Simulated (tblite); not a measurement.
Compound: C8H11FSi.
Cartesian coordinates in Å at the GFN2-xTB level; atoms count from 1:
```xyz
21
C8H11FSi angstrom
C     -2.6882   -2.0678   -0.2697
C     -1.8938   -1.2557    0.4014
C     -0.9417   -0.2853   -0.2271
C      0.4839   -0.6084    0.1380
C      1.4512    0.3178    0.1156
Si     3.2432   -0.0832    0.5089
F      3.3191   -1.6542    0.8652
C      1.0901    1.6911   -0.2252
C     -0.1769    2.0940   -0.1941
C     -1.2754    1.1516    0.1966
H     -2.7025   -2.0859   -1.3476
H     -3.3574   -2.7510    0.2250
H     -1.8954   -1.2582    1.4842
H     -1.0269   -0.3619   -1.3213
H      0.7047   -1.6409    0.3677
H      4.1219    0.0800   -0.6423
H      3.7193    0.5961    1.7075
H      1.8897    2.3713   -0.4800
H     -0.4508    3.1189   -0.3985
H     -2.2226    1.4580   -0.2501
H     -1.4003    1.1905    1.2866
```

Computed with GFN2-xTB (tblite): harmonic, unscaled wavenumbers at the GFN2-xTB geometry, gas phase. Against measured fundamentals such values can be off by several per cent, at times by over 20. Modes of hydrogen on silicon can be 10 to 20 % off. One conformer, not necessarily the lowest.

Harmonic wavenumbers (cm⁻¹): 39.5, 50.4, 86.5, 105.9, 125.1, 223.7, 261.2, 292.8, 330.8, 375.8, 389.4, 476.7, 548.4, 560.8, 579.1, 599.6, 664.8, 721.1, 759.8, 771.7, 807.6, 826.4, 852.1, 897.4, 908.3, 926.0, 946.6, 1019.3, 1025.4, 1035.2, 1091.3, 1129.9, 1148.0, 1163.2, 1199.5, 1229.5, 1271.9, 1283.1, 1300.3, 1333.9, 1358.5, 1419.2, 1466.6, 1618.2, 1679.0, 1717.0, 2294.5, 2317.1, 2871.8, 2903.1, 2985.2, 3051.5, 3063.5, 3072.6, 3078.6, 3096.6, 3122.9.

A = 1764, B = 691.7, C = 514.9 MHz; mass 154.061 u (most abundant isotopes); point group C1, symmetry number 1.

Zero-point energy?

Half the sum of the wavenumbers: 35237 cm⁻¹ = 100.75 kcal/mol.

Entropy at 298.15 K, 1 bar (ideal gas, RRHO, classical rotation)?

Translation 41.03, rotation 30.62, vibration 34.18: S = 105.8 cal/(mol K).

And Cp and H(298.15 K) − H(0)?

Cp = 43.58 cal/(mol K), of which vibrations give 35.63 (their classical limit is 57 R = 113.3); H(298.15 K) − H(0) = 7.63 kcal/mol without the zero-point energy, 5.26 from vibrations.

How do the functions run with temperature in this model?

| T (K) | S (cal/(mol K)) | Cp (cal/(mol K)) | H − H(0) (kcal/mol) | G − H(0) (kcal/mol) | ln q(vib) |
| --- | --- | --- | --- | --- | --- |
| 50 | 62.0 | 14.6 | 0.54 | -2.56 | 0.82 |
| 100 | 73.8 | 20.0 | 1.41 | -5.97 | 2.36 |
| 373.15 | 116.6 | 52.5 | 11.24 | -32.26 | 10.55 |
| 500 | 133.8 | 65.2 | 18.74 | -48.16 | 14.34 |
| 750 | 163.8 | 82.3 | 37.36 | -85.46 | 21.59 |
| 1000 | 189.0 | 93.2 | 59.39 | -129.64 | 28.34 |

q(vib) and H(0) count from the zero-point level.

What must be added to the electronic energy to get the Gibbs energy at 298.15 K and 1 bar?

ZPE + [H(298.15 K) − H(0)] − T·S = 100.75 + 7.63 − 31.55 = 76.83 kcal/mol.

Blend soft modes into free rotors: weight 1/[1 + (100 cm⁻¹/ν̃)⁴] for the oscillator and the rest for a rotor with moment μB/(μ + B), μ = h/(8π²ν), B = 10⁻⁴⁴ kg m². What vibrational entropy results?

30.72 cal/(mol K) in place of 34.18, which changes −T·S at 298.15 K by +1.03 kcal/mol.

Which modes carry the vibrational entropy at 298.15 K?

39.5 cm⁻¹: 5.28; 50.4 cm⁻¹: 4.80; 86.5 cm⁻¹: 3.74; 105.9 cm⁻¹: 3.34; 125.1 cm⁻¹: 3.02; 223.7 cm⁻¹: 1.93 cal/(mol K); the other 51 give 12.06 together.

Hindered rotation and anharmonicity are outside this model. Other conformers, if any are populated, would add a mixing term that is left out. The structure is chiral; the term R ln 2 for an equal mix with its mirror image is left out.
